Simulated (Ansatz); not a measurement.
This geometry of AlH3O3 + BrH (9 atoms, charge 0, multiplicity 1) is a first-order saddle point.

Computed with RKS BHLYP-D4/def2-SVP in Ansatz.

```xyz
9
Properties=species:S:1:pos:R:3
Al -0.142 -0.359 0.227
O 0.991 0.881 0.678
O -1.672 -0.179 0.904
O 0.375 -1.829 -0.396
H 0.749 1.565 -0.774
Br 0.033 1.357 -2.060
H 0.906 1.390 1.479
H -2.406 -0.775 0.813
H 1.166 -2.051 -0.870
```

Q: Which two structures does it join? (They come from a converged band through this point; their orientation in space is the band's.)

A: Bonds broken: H5–Br6. Bonds formed: Al1–Br6, O2–H5. AlH3O3 + BrH becomes AlBrH4O3.

Initial state:

```xyz
9
Properties=species:S:1:pos:R:3
Al -0.510 -0.379 0.431
O 0.250 1.147 0.429
O -1.627 -0.703 1.639
O -0.096 -1.466 -0.773
H 1.364 1.313 -0.946
Br 2.125 1.024 -2.141
H 0.110 1.848 1.057
H -2.139 -1.490 1.782
H 0.523 -1.295 -1.478
```

Final state:

```xyz
9
Properties=species:S:1:pos:R:3
Al -0.179 -0.278 -0.322
O 0.930 0.960 0.691
O -1.421 -0.020 0.824
O 0.555 -1.800 -0.391
H 1.161 1.754 0.203
Br -0.241 0.929 -2.276
H 0.352 1.206 1.422
H -2.179 -0.571 0.975
H 1.022 -2.179 -1.125
```

Q: How far does it lie above each of them?

A: 0.062 eV above the first and 1.306 eV above the second. This is the barrier of this one path; another mechanism may lie lower. The orbitals stay closed-shell, which can raise the energy where a bond breaks towards radicals; this wasn't checked here.

Run time: 5.2 min on 2 threads of Arm Neoverse V2, on a shared host, peak memory 0.27 GiB.
